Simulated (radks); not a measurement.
Question: These are the eigenvalues of the occupied orbitals of an atom or ion with whole-number occupations (hartree). Calculated with a radial shooting solver on a logarithmic mesh with Libxc functionals: scalar-relativistic Kohn-Sham, PBE, spin-polarised, spherical densities, point nucleus.

1s down: -197.7523
1s up: -197.7516
2s up: -22.75341
2s down: -22.71608
2p up: -19.09451
2p down: -19.06593
3s up: -3.22913
3s down: -3.11897
3p up: -2.26637
3p down: -2.15742
3d up: -0.82109

Which element is it, and in what charge state? The configuration may be excited. Open shells, if any, are filled with parallel spins first.

Answer: Z = 23, vanadium, charge +2: V2+ in [Ar] 3d3. The list shows which subshells hold electrons but not how many an open one holds; the 1s level, -197.75 hartree, gives Z - s = 19.9 by -(Z - s)^2/2, which with screening and relativity narrows Z to a few neighbours, and the depths of the outer levels then fix element, charge and occupations together.
